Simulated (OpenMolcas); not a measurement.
Ni3+ (d7) among equal point charges was computed by CASSCF with the d shell active (OpenMolcas, ANO-RCC-VTZP on the metal). Its lowest spin-free states, and all those of the highest spin:

| 2S+1 | Degeneracy | E (cm-1) |
| --- | --- | --- |
| 4 | 2 | 0.0 |
| 4 | 1 | 1292 |
| 4 | 2 | 2795 |
| 4 | 1 | 5934 |
| 4 | 1 | 8183 |
| 2 | 2 | 21588 |
| 2 | 1 | 22425 |
| 4 | 2 | 22826 |
| 2 | 1 | 22831 |
| 2 | 2 | 23106 |
| 2 | 2 | 24416 |
| 2 | 1 | 25962 |
| 4 | 1 | 30137 |

Q: Is the site octahedral, tetrahedral or cube-like, axial, or of lower symmetry?

A: The states with 2S+1 = 4 have orbital degeneracies 2, 1, 2, 1, 1, 2, 1. There are pairs but no triples, so the site is axial: not cubic, but with a proper or improper axis of order three or more. The run had Ni3+ among 6 point charges of -2 e arranged as a trigonal antiprism (D3d), 1.82 Å from the ion, with a polar angle of 60.8° against the regular 54.74°.

An orbital doublet at a regular site is open to a Jahn-Teller distortion, which this geometry leaves out. Without dynamic correlation the repulsion within the d shell is too large (B by tens of per cent), so at a given field states of lower spin stand too high. Point charges give a weaker field than real ligands, and real ions of this kind are often low spin; the high spin found here belongs to the model. This is an electrostatic model: the charges have no orbitals. No measured value stands beside these numbers.
